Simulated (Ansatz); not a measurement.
Isolated molecules relaxed with PBE0-D4/def2-TZVP in Ansatz; ΔE leaves out vibrations. CCSD(T)/CBS adds triple-zeta CCSD(T) − MP2 to the extrapolated MP2 energy (def2 sets, frozen cores). This one scheme is used for every species. One conformer a species, not always the lowest.

Reaction (formal exchange of groups at the Si–C bond): `C[SiH2]C` + `OC(Cl)Cl` → `C[SiH2]C(Cl)Cl` + CH₃OH

```csv
species,CCSD/def2-TZVPP energy (Eh)
`C[SiH2]C`,-369.92669
`OC(Cl)Cl`,-1033.78210
`C[SiH2]C(Cl)Cl`,-1288.15212
CH₃OH,-115.54074
```

(1) Work out ΔE.

Largest T1 diagnostic among the species: 0.010.

## Answers

(1) ΔE = (-1288.15212) + (-115.54074) − (-369.92669) − (-1033.78210) = 0.01593 Eh = +10.0 kcal/mol. CCSD(T)/CBS gives +9.7 kcal/mol.

The D4 term adds −1.6 kcal/mol with B3LYP and −0.9 kcal/mol with PBE0; it sums over pairs of atoms, weighted by their polarisabilities, and B3LYP, whose exchange is more repulsive, gets the larger term.

B3LYP here is the variant with VWN-RPA as its local correlation; programs differ in this.
